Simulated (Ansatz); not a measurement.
Reading a saddle point

A first-order saddle point of Si$_{2}$NH$_{8}$O$_{2}$F$_{3}$, closed shell, PBE0-D4/def2-TZVP, with one imaginary mode of 463i cm⁻¹:

Si1  (-0.988, -0.058, 0.487)
O2  (0.608, 0.057, -0.672)
Si3  (0.731, 0.795, -2.170)
F4  (-1.317, 1.375, -0.157)
F5  (-1.412, -1.300, -0.419)
O6  (-2.182, -0.115, 1.640)
H7  (1.166, -1.060, 1.266)
N8  (0.282, -0.322, 1.748)
H9  (1.296, -0.663, -0.368)
F10  (1.935, -1.527, 0.514)
H11  (1.905, 0.184, -2.838)
H12  (0.945, 2.248, -1.981)
H13  (-0.505, 0.547, -2.943)
H14  (-3.086, -0.059, 1.326)
H15  (0.776, 0.541, 1.959)
H16  (-0.155, -0.643, 2.605)
(Å)

Computed with Ansatz 0.2.0 (basis: def2-TZVPP and def2-QZVPP); correlated methods freeze the cores. Extrapolation: Hartree–Fock as exp(−7.88 √X), correlation as X^−2.97.

Q: Which contacts change along the imaginary mode, and what lies on either side? (Judge from chemistry; the calculation decides.)

A: The calculation gives: The step is Si₂H₄O₂F₂ ([OH][Si]([F])([F])[O][SiH3]) + NH₃ + HF → SiNH₃OF₂ ([NH2][Si]([OH])([F])[F]) + SiH₄O ([OH][SiH3]) + HF, with the molecules in contact on both sides. Shortening one way: Si1–N8, O2–H9, H7–F10; lengthening the same way: Si1–O2, H7–N8, H9–F10.
```json
{"pair": "Si1–N8", "one side (Å)": "2.00", "saddle (Å)": "1.81", "other side (Å)": "1.71"}
{"pair": "O2–H9", "one side (Å)": "1.59", "saddle (Å)": "1.04", "other side (Å)": "0.97"}
{"pair": "H7–F10", "one side (Å)": "1.99", "saddle (Å)": "1.17", "other side (Å)": "0.96"}
{"pair": "Si1–O2", "one side (Å)": "1.68", "saddle (Å)": "1.98", "other side (Å)": "3.21"}
{"pair": "H7–N8", "one side (Å)": "1.02", "saddle (Å)": "1.25", "other side (Å)": "1.67"}
{"pair": "H9–F10", "one side (Å)": "0.96", "saddle (Å)": "1.39", "other side (Å)": "1.89"}
```

Q: Which side is lower, and how far does the saddle lie above each? (Judge from chemistry; the value comes from the calculation.)

A: By the calculation: The side with Si1–O2, H7–N8, H9–F10 short is lower by 76.3 kJ/mol; the saddle lies 118.3 kJ/mol above it and 42.0 kJ/mol above the other (CCSD(T) at an estimated basis limit (MP2 extrapolated from triple and quadruple zeta, plus CCSD(T) − MP2 in triple zeta); electronic energies).

No T1 diagnostic of these runs exceeds 0.012.

Labels in which every atom is bracketed show which atoms are joined, not bond orders.

For scale, one of the runs: CCSD(T)/def2-TZVPP, 382 basis functions, launched by `ansatz run in.yaml --threads 4 --pin off --events-out ev --progress --plain --max-ram 46080MiB --backend cuda --devices 0, --max-vram 37GiB`. Hardware: 4 CPU threads of an AMD EPYC 7R13 and a share of one NVIDIA H100, shared host. Wall time 21 s; peak host memory 0.92 GiB.
